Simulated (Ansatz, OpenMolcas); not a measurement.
## A ladder of methods for GaSiH7O (SMILES [SiH3][OH+][GaH3-])

GaSiH7O has 10 atoms, charge 0, and is taken as a singlet. SMILES: `[SiH3][OH+][GaH3-]`. Geometry: relaxed at PBE0-D4/def2-TZVP.

```xyz
10

Si   -0.4847    0.6801   -1.2893
O    -0.7722   -0.2337    0.0975
Ga    0.8821   -0.5510    1.4752
H    -1.7671    0.7400   -2.0350
H     0.5560    0.0407   -2.1249
H    -0.0696    2.0132   -0.8145
H    -1.3239   -1.0148    0.0101
H     0.3066    0.1466    2.7603
H     1.8856    0.2535    0.5526
H     0.8703   -2.1256    1.3709
```

Quantity: the energy change with the Si1–H6 bond stretched from 1.475 to 2.655 Å, in eV. The values are calculated.

```tsv
level	kind	program	value (eV)
HF/6-31G* (spherical functions) (unrestricted)	Hartree–Fock	OpenMolcas	3.14
PBE/6-31G* (spherical functions) (restricted)	GGA	OpenMolcas	3.15
M06-L/6-31G* (spherical functions) (restricted)	meta-GGA	OpenMolcas	3.48
B3LYP/6-31G* (spherical functions) (restricted)	global hybrid	Ansatz	3.40
wB97X/6-31G* (spherical functions) (restricted)	range-separated hybrid	Ansatz	3.71
B2PLYP/6-31G* (spherical functions) (restricted)	double hybrid	OpenMolcas	3.49
PBE-QIDH/6-31G* (spherical functions) (restricted)	double hybrid	Ansatz	3.69
RPA@PBE/6-31G* (spherical functions) (restricted)	RPA	Ansatz	3.11
CCSD/6-31G* (spherical functions) (restricted)	coupled cluster or CI	Ansatz	3.10
```

All-electron rows without a relativistic Hamiltonian named are non-relativistic. The first shape isn't each level's own minimum. The values span 3.10 to 3.71 eV. Spin contamination of the reference (⟨S²⟩ at least 0.1 too high) touches HF/6-31G*. In the correlated wave-function rows the outer d shell of Ga is correlated, in sets not made for it.
